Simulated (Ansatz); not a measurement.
Born–Oppenheimer molecular dynamics of a periodic cell of 21 atoms, ZnH$_{12}$Cl$_{2}$O$_{6}$ (contents 6 H2O + 1 Zn + 2 Cl, density as packed 1.65 g/cm³ with natural masses). It goes on from the last frame of an earlier run, with new velocities.

These are results of DFT PBE-D3(BJ), scalar-relativistic, plane waves, PAW (Ansatz), not measurements. Settings: cutoff 420 eV, k mesh 1x1x1, fermi-dirac smearing 0.02 eV, no spin polarisation.

```
ensemble        : NVT, Langevin thermostat
time step       : 0.5 fs
steps asked     : 400
set temperature : 250 K
friction        : 0.01 /fs
seed            : 441424
```

First frame:

```xyz
21
Lattice="6.2658 0.0000 0.0000 0.0000 6.2658 0.0000 0.0000 0.0000 6.2658" Properties=species:S:1:pos:R:3
O 3.536 3.770 0.488
H 4.334 4.186 1.015
H 3.853 2.822 0.393
O 1.214 4.316 5.373
H 1.359 5.252 4.998
H 0.413 3.836 5.010
O 1.417 0.486 4.594
H 0.451 0.589 4.767
H 1.622 0.807 3.666
O 5.338 3.129 4.382
H 5.873 2.731 3.713
H 5.119 2.366 4.987
O 2.351 1.654 2.424
H 2.964 1.165 1.809
H 2.914 2.397 2.768
O 3.041 4.178 3.244
H 2.462 4.181 4.009
H 3.920 3.999 3.651
Zn 1.758 4.230 0.988
Cl 4.742 1.253 0.116
Cl 6.315 4.939 2.044
```

Question: What does the run give?

Answer: The run went to its last step.

| Item | Value |
| --- | --- |
| steps done | 400 |
| time covered | 200 fs |
| mean temperature over the second half | 352 K |
| spread of the potential energy over the second half | 6.0 meV per atom |
| mean potential energy of the second half above the start | -20.7 meV per atom |

The mean temperature of the second half is 41 % above the set value. A run of 0.2 ps of so small a system gives no equilibrium averages. Limits of this set-up: coarse k mesh.

Question: What happens to the structure?

Answer: Mean squared displacements from the first frame to the last, about the centre of mass: O 0.69 Å², H 1.78 Å², Zn 0.14 Å², Cl 0.16 Å². This is one draw of velocities; another would differ in detail.

Question: How do temperature and energy run in time?

Answer: 
```
time (fs)  T (K)  potential energy less start (eV)
      0.0    238                             0.000
     16.5    244                            -0.025
     33.0    270                             0.006
     49.5    239                             0.123
     66.0    252                             0.020
     82.5    368                            -0.334
     99.0    328                            -0.303
    115.5    371                            -0.392
    132.0    403                            -0.516
    148.5    392                            -0.469
    165.0    362                            -0.678
    181.5    237                            -0.244
    198.0    351                            -0.332
```

Run time: 9.5 min on 1 thread of Arm Neoverse V1, with other jobs on the host, peak memory 0.33 GiB.
